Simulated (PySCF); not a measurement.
# NMR parameters of [IBr2]-

[IBr2]-, [Br2I]-, point group D∞h.

Geometry:
```csv
atom,x (Å),y (Å),z (Å)
I1,0.000,0.000,0.000
Br2,-0.020,-0.026,2.746
Br3,0.020,0.026,-2.746
```

Total charge -1.

GIAO calculations in PySCF 2.14.0 with density-fitted response routines on the PBE0-D3(BJ)/def2-SVP structure: isolated species, scalar relativity only through the core potential, equivalent atoms averaged; basis pcSseg-1 (def2-TZVP on I).

(1) Give the isotropic shieldings (ppm) with KT2, PBE0.

(2) And the chemical shifts, against references computed in the same way?

(3) Which part of the shielding of Br2/Br3 depends on the functional?

## Answers

(1) 
```
             atoms          environment   KT2  PBE0
           Br2/Br3  bromine bonded to I  2318  2485
HOMO–LUMO gap (eV)                    –  2.51  4.38
```

(2) 
| atoms | nucleus, reference | KT2 | PBE0 |
| --- | --- | --- | --- |
| Br2/Br3 | ⁷⁹Br, HBr | 258 | 100 |

(3) Diamagnetic: KT2 3128, PBE0 3125 ppm; paramagnetic: KT2 -810, PBE0 -640 ppm. The diamagnetic part, set mainly by inner electrons, hardly moves; the paramagnetic part goes with low-lying magnetically allowed excitations and carries the spread.

I is described by an effective core potential, so it has no shielding of its own here; spin–orbit effects on the atoms bonded to it, which can be large, are absent, and the values of these neighbours are rough. Relativistic effects, spin–orbit coupling among them, are left out; they matter for Br and for the light atoms bonded to it.
